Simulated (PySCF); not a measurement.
diboron tetrafluoride cation (B₂F₄), SMILES FB(F)B(F)F (connectivity only; charge and spin as stated), charge +1, multiplicity 2. Atoms are numbered in the order given.

```xyz
6

F      0.8383    -0.8383    -1.4657
B      0.0000     0.0000    -1.0169
F     -0.8383     0.8383    -1.4657
B      0.0000     0.0000     1.0169
F      0.8383     0.8383     1.4657
F     -0.8383    -0.8383     1.4657
```
Charge +1, spin multiplicity 2.

Coordinates come from a PBE0-D3(BJ)/def2-SVP optimisation. The spin state was assumed, not searched. One conformer was computed; it need not be the lowest.

The numbers are results of PBE0/pcH-1 (PySCF), not measurements.

Unrestricted Kohn–Sham, ⟨S²⟩ = 0.752. Hyperfine tensors hold the contact and dipolar terms, without spin-orbit corrections.

Computed hyperfine couplings:
```tsv
nucleus	A(iso) (MHz)	A(iso) (G)	dipolar principal values (MHz)
19F no. 1	231.8	82.7	-212.1, -190.7, 402.8
11B no. 2	205.9	73.5	-19.2, -18.8, 38.0
19F no. 3	231.8	82.7	-212.1, -190.7, 402.8
11B no. 4	205.9	73.5	-19.2, -18.8, 38.0
19F no. 5	231.8	82.7	-212.1, -190.7, 402.8
19F no. 6	231.8	82.7	-212.1, -190.7, 402.8
```

### Question
And the g tensor (effective nuclear charges for spin-orbit coupling, GIAO)? (Estimate from the structure and the level; the computed values follow.)

### Answer
principal values 2.0015, 2.0021, 2.0021; isotropic 2.0019.
